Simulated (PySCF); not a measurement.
Computed IR spectrum (relative IR intensity) of a molecule C4H7FSi. Coordinates come from a PBE-D3(BJ)/def2-SVP optimisation. Other conformers were not sampled. Method: PBE-D3(BJ)/def2-SVP in PySCF. Frequencies are harmonic and unscaled.

Lines under 2 % of the strongest are left out, and lines within 2 cm⁻¹ are merged.

ν (cm⁻¹): 446 (w), 516 (w), 574 (w), 662 (w), 678 (w), 701 (w), 763 (s), 786 (m), 873 (s), 957 (w), 970 (m), 992 (w), 1059 (m), 1211 (w), 1242 (w), 1284 (m), 1375 (vw), 1380 (vw), 2126 (vs), 2970 (w), 3039 (m), 3134 (w) (against the strongest line: vs over 80 %, s over 45 %, m over 15 %, w over 4 %, vw less)

Task: Which molecule gave these data?
A. C=C([SiH3])/C=C\F
B. C=C=C(C)[SiH2]F
C. C[Si@H]1C=C[C@H]1F
D. FC1=C([SiH3])CC1

Result: C, C[Si@H]1C=C[C@H]1F
